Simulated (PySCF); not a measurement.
C6H8N2, SMILES Nc1ccc(N)cc1. Heavy atoms are numbered as in [NH2:1][c:2]1[cH:3][cH:4][c:5]([NH2:6])[cH:7][cH:8]1. Hydrogens are named by the atom that carries them.

Coordinates come from a PBE0-D3(BJ)/def2-SVP optimisation. The values are those of a single conformer.

These are PBE/def2-TZVP (PySCF) values and carry that method's errors.

ESP charges are fitted to the potential on shells at 1.4 to 2.0 van der Waals radii. Atomic charges (e), one atom of each kind:

```csv
atom,ESP fit,Mulliken,Löwdin,IAO
N1 (NH2),[?],-0.43,-0.05,-0.52
C2,0.39,0.25,-0.27,0.09
C3 (CH),[?],-0.21,-0.14,-0.19
H on N1,0.33,0.22,0.16,0.26
H on C3,[?],0.08,0.14,0.14
```

Problem. Complete the blanks. (An estimate is asked for; the answer gives what the named calculation found.)

Solution. 
- N1 (NH2), ESP fit: -0.79
- C3 (CH), ESP fit: -0.31
- H on C3, ESP fit: 0.18

Problem. Give the Mayer and Wiberg (Löwdin basis) orders of the bonds. (Estimate from the structure and the level; the computed values follow.)

Solution. 
| bond | Mayer | Wiberg |
|---|---|---|
| N1–C2 | 1.05 | 1.52 |
| C2–C3 | 1.37 | 1.47 |
| C3–C4 | 1.50 | 1.61 |
| C4–C5 | 1.37 | 1.47 |
| C5–N6 | 1.05 | 1.52 |
| C5–C7 | 1.37 | 1.47 |
| C2–C8 | 1.37 | 1.47 |
| C7–C8 | 1.50 | 1.61 |
